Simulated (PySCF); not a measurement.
BrGe, SMILES [Ge][Br] (connectivity only; charge and spin as stated), charge +1, multiplicity 1. Atoms are numbered in the order given.

```xyz
2

Ge     0.0000     0.0000    -1.1614
Br     0.0000     0.0000     1.0618
```
Charge +1, spin multiplicity 1.

Coordinates come from a B3LYP-D3(BJ)/def2-TZVP optimisation. The multiplicity is an assumed one; other spin states were not compared.

Vertical ionisation energy (IE) and electron affinity (EA) in eV. Rows of orbital energies are one-electron estimates. Where ΔSCF, EOM or ADC give a negative EA the extra electron is unbound and the value depends on the basis.

| level | IE | EA |
|---|---|---|
| −ε(HOMO), −ε(LUMO), PBE0/def2-TZVPD (PySCF) | [?] | [?] |
| −ε(HOMO), −ε(LUMO), ωB97X/def2-TZVPD (PySCF) | 17.60 | 7.33 |
| ADC(2)/aug-cc-pVDZ (PySCF) | 17.19 | 7.22 |

**Question.** Some entries are withheld; supply them. (The exact figures need the calculation; the answer reports its results.)

**Answer.** 
- −ε(HOMO), −ε(LUMO), PBE0/def2-TZVPD (PySCF), IE: 15.37
- −ε(HOMO), −ε(LUMO), PBE0/def2-TZVPD (PySCF), EA: 9.38

**Question.** Beyond the first one, list the lowest photoelectron lines from PySCF with ADC(2)/aug-cc-pVDZ with their pole strengths (two spins summed). (Estimate from the structure and the level; the computed values follow.)

**Answer.** 17.51 eV (1.85), 22.62 eV (1.71).
